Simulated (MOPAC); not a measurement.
MOPAC input (PM6):

```
PM6 1SCF CHARGE=1 GEO-OK AUX(PRECISION=9) THREADS=1
FMg

Mg   -0.00000000 1   -0.00000000 1   -0.75868323 1
F     0.00000000 1    0.00000000 1    1.01157765 1
```

From the last part of the output:

```
                                                       MOPAC v23.2.5 Linux

          FINAL HEAT OF FORMATION =        149.57669 KCAL/MOL =     625.82886 KJ/MOL

          COSMO AREA              =         65.11 SQUARE ANGSTROMS
          COSMO VOLUME            =         46.82 CUBIC ANGSTROMS

          IONIZATION POTENTIAL    =         18.064668 EV
          HOMO LUMO ENERGIES (EV) =        -18.065 -8.205
          NO. OF FILLED LEVELS    =          4
          MOLECULAR WEIGHT        =         43.3034         POINT GROUP:  C*v

          MOLECULAR DIMENSIONS (Angstroms)

            Atom       Atom       Distance
            F     2   Mg     1     1.77026
            F     2   Mg     1     0.00000
           Mg     1    F     2     0.00000

          SCF CALCULATIONS        =          1

   ATOM   CHEMICAL          X               Y               Z
  NUMBER   SYMBOL      (ANGSTROMS)     (ANGSTROMS)     (ANGSTROMS)

     1      Mg         -0.00000000  *  -0.00000000  *  -0.75868323  *
     2       F          0.00000000  *   0.00000000  *   1.01157765  *

                             CARTESIAN COORDINATES

   1   Mg       -0.000000000    -0.000000000    -0.758683230
   2    F        0.000000000     0.000000000     1.011577650

           Empirical Formula: Mg F  =     2 atoms

      MOLECULAR POINT GROUP   :   C*v

                  EIGENVALUES
 -43.21242 -19.21277 -19.21277 -18.06467  -8.20492  -2.90561  -2.90561  -1.42920

              NET ATOMIC CHARGES AND DIPOLE CONTRIBUTIONS

  ATOM NO.   TYPE          CHARGE      No. of ELECS.   s-Pop       p-Pop
    1         Mg           1.412007        0.5880     0.46015     0.12784
    2          F          -0.412007        7.4120     1.96676     5.44525
 DIPOLE           X         Y         Z       TOTAL
 POINT-CHG.     0.000     0.000    -7.234     7.234
 HYBRID        -0.000     0.000    -1.589     1.589
 SUM           -0.000     0.000    -8.823     8.823

          ATOMIC ORBITAL ELECTRON POPULATIONS

     Atom    s        px        py        pz
    1 Mg   0.46015   0.01854   0.01854   0.09076
    2  F   1.96676   1.98146   1.98146   1.48233

 **********************
 *                    *
 * JOB ENDED NORMALLY *
 *                    *
 **********************

 == MOPAC DONE ==
```

The dipole moment of an ion depends on the origin.
